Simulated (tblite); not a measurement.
Species: C7H15PSi.
Structure used (GFN2-xTB), in Å, numbered top down from 1:
```
atom  x, y, z in Å
C1    -1.1858   -2.1693    0.6538
C2    -0.9557   -1.1049   -0.0898
C3    -1.5788   -0.7544   -1.4177
Si4   -1.1176    1.0851   -1.1248
P5    -2.8452    2.3944   -0.5450
C6    -0.1467    0.1288    0.2509
C7     1.3579   -0.0076   -0.0107
C8     1.9811   -1.0803    0.8799
C9     2.0500    1.3325    0.2210
H10   -1.8306   -2.9646    0.3159
H11   -0.7402   -2.2968    1.6263
H12   -1.0387   -1.2106   -2.2461
H13   -2.6227   -1.0488   -1.5059
H14   -0.3403    1.7606   -2.1720
H15   -2.0832    3.2366    0.2442
H16   -3.2195    1.6240    0.5417
H17   -0.2850    0.4329    1.2923
H18    1.5027   -0.3015   -1.0562
H19    1.5369   -2.0513    0.6780
H20    3.0516   -1.1483    0.6972
H21    1.8266   -0.8386    1.9297
H22    3.1126    1.2568    0.0009
H23    1.9376    1.6409    1.2586
H24    1.6211    2.1043   -0.4148
```

Level: GFN2-xTB in tblite, geometry and Hessian alike; calculated harmonic values, unscaled, isolated species. The method is semi-empirical: single wavenumbers can be off by several per cent or more. Modes of hydrogen on phosphorus and silicon can be 10 to 20 % off. One conformer, not necessarily the lowest.

Harmonic wavenumbers (cm⁻¹): 42.8, 60.7, 66.4, 90.8, 128.0, 166.4, 201.5, 213.3, 237.6, 300.5, 329.9, 376.8, 421.9, 443.7, 493.8, 533.8, 544.5, 574.6, 666.7, 680.2, 715.1, 715.8, 760.9, 777.4, 869.6, 893.9, 920.9, 940.7, 948.7, 983.2, 997.9, 1051.7, 1085.9, 1140.2, 1142.4, 1155.4, 1165.3, 1179.6, 1215.7, 1245.4, 1320.7, 1338.3, 1405.4, 1410.7, 1419.6, 1447.0, 1496.3, 1497.4, 1505.1, 1510.7, 1742.6, 2195.7, 2300.7, 2383.5, 2923.9, 2931.4, 2982.8, 3003.8, 3023.0, 3024.0, 3028.0, 3030.2, 3035.5, 3048.3, 3091.1, 3114.5.

A = 1603, B = 769.4, C = 596.6 MHz; mass 158.068 u (most abundant isotopes); point group C1, symmetry number 1.

Task: What is the zero-point energy?

Result: ½Σν̃ = 42845 cm⁻¹ = 512.54 kJ/mol.

Task: Give the ideal-gas entropy at 200 K and 1 bar in the rigid-rotor, harmonic-oscillator model (classical rotation).

Result: Translation 163.70, rotation 122.46, vibration 110.41: S = 396.6 J/(mol K).

Task: And Cp and H(200 K) − H(0)?

Result: Cp = 148.50 J/(mol K), of which vibrations give 115.25 (their classical limit is 66 R = 548.8); H(200 K) − H(0) = 18.49 kJ/mol without the zero-point energy, 11.84 from vibrations.

Task: How do the functions run with temperature in this model?

Result: 
```
 T (K)  S (J/(mol K))  Cp (J/(mol K))  H − H(0) (kJ/mol)  G − H(0) (kJ/mol)  ln q(vib)
   150          357.9           121.5              11.74             -41.95       4.37
   250          432.7           176.2              26.60             -81.56       7.93
298.15          466.0           202.8              35.73            -103.20       9.62
   400          533.2           255.8              59.14            -154.12      13.15
   600          653.2           337.1             118.93            -273.02      19.92
   900          806.2           416.4             232.91            -492.69      29.41
```

q(vib) and H(0) count from the zero-point level.

Task: Blend soft modes into free rotors: weight 1/[1 + (100 cm⁻¹/ν̃)⁴] for the oscillator and the rest for a rotor with moment μB/(μ + B), μ = h/(8π²ν), B = 10⁻⁴⁴ kg m². What vibrational entropy results?

Result: 101.14 J/(mol K) in place of 110.41, which changes −T·S at 200 K by +1.85 kJ/mol.

Task: What must be added to the electronic energy to get the Gibbs energy at 200 K and 1 bar?

Result: ZPE + [H(200 K) − H(0)] − T·S = 512.54 + 18.49 − 79.31 = 451.72 kJ/mol.

Task: Which modes carry the vibrational entropy at 200 K?

Result: 42.8 cm⁻¹: 18.14; 60.7 cm⁻¹: 15.27; 66.4 cm⁻¹: 14.54; 90.8 cm⁻¹: 12.00; 128.0 cm⁻¹: 9.29; 166.4 cm⁻¹: 7.30 J/(mol K); the other 60 give 33.88 together.

Hindered rotation and anharmonicity are outside this model. Other conformers, if any are populated, would add a mixing term that is left out. The structure is chiral; the term R ln 2 for an equal mix with its mirror image is left out.
